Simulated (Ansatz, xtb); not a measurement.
The molecule NiB, multiplicity 2 (lowest of 2S+1 = 2, 4 at PBE0/def2-TZVPP; our sources give no spin for the ground state, which may be another). No spin–orbit coupling. Ni is treated without relativity.

The constants come from a fifth-degree fit in 1/R (seven points, main isotopes). In def2 and cc sets the state is the lowest found near the PBE0 minimum, followed along R.

The values were computed with Ansatz (a quantum-chemistry and plane-wave program) with Gaussian orbitals; xtb for the GFN methods.  The GFN methods have no spin term and hold the electronic entropy of 300 K.

| level | r_e (Å) | ω_e (cm⁻¹) | α_e (cm⁻¹) | ω_e x_e (cm⁻¹) | dipole (D) |
|---|---|---|---|---|---|
| GFN1-xTB | 1.719 | 869 | 0.0084 | 9.9 | - |
| GFN2-xTB | 1.719 | 784 | 0.0084 | 7.7 | - |
| SVWN5/def2-TZVPP | 1.657 | 838 | 0.0052 | 4.7 | 1.44 |
| PBE/def2-TZVPP | 1.688 | 795 | 0.0053 | 4.8 | 1.61 |
| r2SCAN/def2-TZVPP | 1.670 | 818 | 0.0052 | 4.8 | 1.74 |
| B97M-V/def2-TZVPP | 1.690 | 776 | 0.0056 | 5.3 | 1.55 |
| B3LYP/def2-TZVPP | 1.674 | 794 | 0.0055 | 4.9 | 1.68 |
| CAM-B3LYP/def2-TZVPP | 1.661 | 808 | 0.0055 | 5.0 | 1.89 |
| wB97X-V/def2-TZVPP | 1.674 | 798 | 0.0052 | 4.6 | 2.27 |
| wB97M-V/def2-TZVPP | 1.671 | 799 | 0.0052 | 4.7 | 2.19 |
